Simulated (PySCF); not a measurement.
**Mass spectrum arithmetic for `CSC=[Te]`**

Species: `S(C)C=[Te]`.

Calculated for natural abundance.

(1) What are the average molar mass and the monoisotopic mass?

(2) Give the isotope pattern of the molecular ion M+•, merging species of the same nominal mass.

(3) List the species in which a single atom is changed from its most abundant isotope.

(4) Give the mass fraction of each element.

(5) Count the protons, neutrons and electrons of the monoisotopic species, and give its exact less its nominal mass.

(6) What resolving power m/Δm just matches the spacing of the species with one 33S and with one 13C?

(7) Which m/z would the protonated, sodiated and deprotonated molecule have?

Answers

(1) For C2H4STe, with standard atomic weights, 2 × 12.011 + 1 × 32.060 + 1 × 127.600 + 4 × 1.008 = 187.714 g/mol. From the most abundant isotopes (12C, 32S, 130Te, 1H), 2 × 12.000000 + 1 × 31.972071 + 1 × 129.906224 + 4 × 1.007825 = 189.9096 u.

(2) 
```csv
nominal mass,m/z (centroid),relative intensity
180,179.9068,0.3
182,181.9059,7.2
183,182.9072,2.7
184,183.9056,13.7
185,184.9072,20.4
186,185.9061,54.2
187,186.9065,2.5
188,187.9071,91.8
189,188.9095,2.7
190,189.9088,100.0
191,190.9112,3.0
192,191.9049,4.4
```

Cut off at 0.1 %. One electron mass, 0.00055 u, is taken off. Abundances used (%; other tables differ somewhat): 12C 98.93, 13C 1.07; 32S 94.93, 33S 0.76, 34S 4.29, 36S 0.02; 120Te 0.09, 122Te 2.55, 123Te 0.89, 124Te 4.74, 125Te 7.07, 126Te 18.84, 128Te 31.74, 130Te 34.08; 1H 99.9885, 2H 0.0115.

(3) Intensity in % of the monoisotopic species:

| isotope | mass shift (u) | m/z | intensity (%) |
| --- | --- | --- | --- |
| 120Te | -10.00220 | 179.9068 | 0.26 |
| 122Te | -8.00318 | 181.9059 | 7.48 |
| 123Te | -7.00195 | 182.9071 | 2.61 |
| 124Te | -6.00341 | 183.9056 | 13.91 |
| 125Te | -5.00179 | 184.9073 | 20.75 |
| 126Te | -4.00291 | 185.9061 | 55.28 |
| 128Te | -2.00176 | 187.9073 | 93.13 |
| 33S | +0.99939 | 190.9084 | 0.80 |
| 13C | +1.00335 | 190.9124 | 2.16 |
| 2H | +1.00628 | 190.9153 | 0.05 |
| 34S | +1.99580 | 191.9048 | 4.52 |
| 36S | +3.99501 | 193.9041 | 0.02 |

Species under 0.02 % are left out.

(4) C 12.80 %, S 17.08 %, Te 67.98 %, H 2.15 %.

(5) 84 protons, 106 neutrons and 84 electrons; 189.9096 − 190 = -0.0904 u.

(6) They lie 0.00397 u apart at mass 190.91, so m/Δm is about 48000.

(7) [M+H]+ 190.9169, [M+Na]+ 212.8988, [M−H]− 188.9023, for the monoisotopic species (arithmetic only; whether such ions form is another matter).
